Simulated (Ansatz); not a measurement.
Molecule: CH$_{5}$GeO$_{3}$, charge -1, multiplicity 1. It need not be the lowest isomer of its formula. Whether it binds its extra electron was not tested at this geometry. 
Structure (B3LYP-D3(BJ)/def2-TZVP (Ansatz, a quantum-chemistry and plane-wave program) minimum search):
```
Ge
O 1 1.6884
O 1 1.8456 2 112.15
H 3 0.9637 1 103.79 2 10.79
O 1 1.8456 2 112.15 4 112.97
H 5 0.9637 1 103.79 2 -10.79
C 1 1.9784 2 123.28 6 125.72
H 7 1.0908 1 109.96 2 -60.14
H 7 1.0908 8 109.21 1 -120.74
H 7 1.0913 8 109.09 9 -119.14
```
Charge -1, spin multiplicity 1.

Total electronic energies in hartree. Cores are frozen in the correlated levels unless marked. Spin-orbit coupling is left out. The frozen core is the preceding noble-gas configuration, with the filled d and f shells of earlier blocks. Non-relativistic. Basis-set limits of correlation are two-point, X^-3; Hartree-Fock from the larger set. [CCSD(T)-MP2]/basis is that difference in the basis named.

```tsv
level	program	energy (Eh)
HF/aug-cc-pVQZ	Ansatz	-2340.99910
RI-HF/cc-pVTZ	Ansatz	-2340.96529
BLYP-D3(BJ)/def2-TZVPD	Ansatz + dftd3	-2344.05631
r2SCAN-D4/def2-TZVPD	Ansatz + dftd4	-2343.89971
PBE0-D3(BJ)/def2-TZVPD	Ansatz + dftd3	-2343.48910
PBE0/def2-QZVPP	Ansatz	-2343.54267
r2SCAN0/def2-TZVPD	Ansatz	-2343.83311
HSE06/def2-TZVPD	Ansatz	-2343.47152
CAM-B3LYP-D4/def2-TZVPD	Ansatz + dftd4	-2344.07659
LC-wPBE/def2-TZVPD	Ansatz	-2343.61137
wB97X-V/def2-TZVPD	Ansatz	-2343.75920
MP2/STO-3G	Ansatz	-2313.62608
RI-MP2/aug-cc-pVQZ	Ansatz	-2342.14270
SCS-MP2/cc-pVDZ	Ansatz	-2341.57928
RI-MP2/CBS(aug-cc-pVTZ,aug-cc-pVQZ)+[CCSD(T)-MP2]/aug-cc-pVTZ	Ansatz	-2342.2446
```

Totals of different functionals don't rank their quality; only differences between species are comparable.
